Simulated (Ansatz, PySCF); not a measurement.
Pair of molecules: CH3F (SMILES CF) (first 5 atoms) with C2H3F (SMILES C=CF); geometry from B3LYP-D3(BJ)/def2-TZVP, rigid monomers moved along the line of their centres of mass till F2···H9 is 2.12 Å.
(charge 0, multiplicity 1):
```json
[
 {"atom": "C", "x (Å)": "0.3677", "y (Å)": "0.6683", "z (Å)": "-0.2241"},
 {"atom": "F", "x (Å)": "-1.0092", "y (Å)": "0.5520", "z (Å)": "-0.0261"},
 {"atom": "H", "x (Å)": "0.5807", "y (Å)": "1.6753", "z (Å)": "-0.5837"},
 {"atom": "H", "x (Å)": "0.8713", "y (Å)": "0.4874", "z (Å)": "0.7244"},
 {"atom": "H", "x (Å)": "0.6732", "y (Å)": "-0.0702", "z (Å)": "-0.9659"},
 {"atom": "C", "x (Å)": "-1.3425", "y (Å)": "-0.1965", "z (Å)": "3.0288"},
 {"atom": "C", "x (Å)": "-0.1584", "y (Å)": "-0.2424", "z (Å)": "3.6021"},
 {"atom": "F", "x (Å)": "0.9820", "y (Å)": "0.0170", "z (Å)": "2.9195"},
 {"atom": "H", "x (Å)": "-1.4652", "y (Å)": "0.0508", "z (Å)": "1.9832"},
 {"atom": "H", "x (Å)": "-2.2178", "y (Å)": "-0.4130", "z (Å)": "3.6236"},
 {"atom": "H", "x (Å)": "0.0480", "y (Å)": "-0.4803", "z (Å)": "4.6371"}
]
```

Monomers are frozen at their geometry in the pair; levels with a basis set take the counterpoise correction.

Frozen-core correlation.

Codes used: Ansatz (Gaussian orbitals); PySCF for the dispersion terms. 

PBE/def2-TZVPPD gives -2.5 kJ/mol for the interaction energy.

**Question.** How do the other levels lie against it? Give each less PBE: PBE-D3(BJ)/def2-TZVPPD, r2SCAN/def2-TZVPPD, PBE0/def2-TZVPPD, wB97M-V/def2-TZVPPD, MP2/aug-cc-pVDZ, CCSD(T)/aug-cc-pVDZ.

**Answer.** PBE-D3(BJ)/def2-TZVPPD -4.1; r2SCAN/def2-TZVPPD -1.7; PBE0/def2-TZVPPD -0.6; wB97M-V/def2-TZVPPD -4.0; MP2/aug-cc-pVDZ -1.9; CCSD(T)/aug-cc-pVDZ -2.4 kJ/mol. 0 of 6 lie above PBE; the widest gap is to PBE-D3(BJ)/def2-TZVPPD.

Ansatz is a quantum-chemistry and plane-wave program.
